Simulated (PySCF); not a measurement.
Species: C5H6ClF2O (doublet state).
Cartesian coordinates in Å at the GFN2-xTB level; atoms count from 1:
```
atom  x, y, z in Å
O1    -0.7786    2.4675   -0.5358
C2     0.2506    1.7581   -0.0890
C3     0.4921    0.4723    0.0074
C4     1.6911   -0.0444    0.7295
Cl5    2.9599   -0.5199   -0.4594
C6    -0.3728   -0.5764   -0.6866
C7    -1.4561   -1.0754    0.2581
F8    -0.9270   -1.8037    1.2731
F9    -2.3087   -1.9074   -0.3910
H10   -0.4807    3.2916   -0.9438
H11    2.1365    0.7139    1.3695
H12    1.4599   -0.9431    1.2988
H13   -0.8692   -0.1453   -1.5564
H14    0.2478   -1.4173   -1.0001
H15   -2.0493   -0.2625    0.7038
```

The hyperfine couplings belong to this conformer and change with its torsions.

As a line formula: `O/[C]=C(/CCl)CC(F)F` [radical].

Theory: UKS B3LYP, pcH-1 on C Cl F H O, non-relativistic, mean-field spin-orbit, GIAO (PySCF 2.14.0). One conformer (not necessarily the lowest) at the GFN2-xTB geometry, without solvent, vibrations or thermal averaging. The geometry wasn't refined by DFT: couplings that depend on bond lengths, twists or pyramidal angles can differ widely from those at the functional's own minimum. The frame is twisted about the C2–C3 bond at this geometry (dihedral O1–C2–C3–C6 = 13°); couplings at other torsion angles weren't computed. The SCF solution wasn't tested for stability.

Question: Predict the first-order ENDOR lines of F8/F9, H10, H11/H12, H13/H14 and Cl5 under fast tumbling at B = 3365.6 mT (W band).

Answer: For S = 1/2 in fast tumbling each set of equivalent nuclei gives two lines, ν± = |νn ± a/2| to first order, with νn = g_N μN B/h and μN/h = 7.62259 MHz/T.

| nuclei | isotope | g_N | νn (MHz) | a_iso (MHz) | lower line (MHz) | upper line (MHz) |
| --- | --- | --- | --- | --- | --- | --- |
| F8/F9 | 19F | 5.2577 | 134.89 | 8.50 | 130.64 | 139.13 |
| H10 | 1H | 5.5857 | 143.30 | 21.43 | 132.58 | 154.01 |
| H11/H12 | 1H | 5.5857 | 143.30 | -3.48 | 141.56 | 145.04 |
| H13/H14 | 1H | 5.5857 | 143.30 | -1.67 | 142.46 | 144.14 |
| Cl5 | 35Cl | 0.5479 | 14.06 | -1.54 | 13.29 | 14.83 |

Question: Which pairs are centred on the nuclear Larmor frequency, and which on half the coupling?

Answer: Centred on νn, since |a| < 2νn: F8/F9, H10, H11/H12, H13/H14 and Cl5. No pair has |a| > 2νn.

Nuclei that the bonding pattern makes equivalent are averaged, as if the motion that swaps them (rotation, inversion, ring flip) were fast. The 19F value of +8.5 MHz is a mean of couplings from -0.7 to 17.7 MHz in this one geometry, not an average over conformers.

Main isotope only: 35Cl (natural samples also hold 24 % 37Cl, magnetic too, which adds its own pattern).
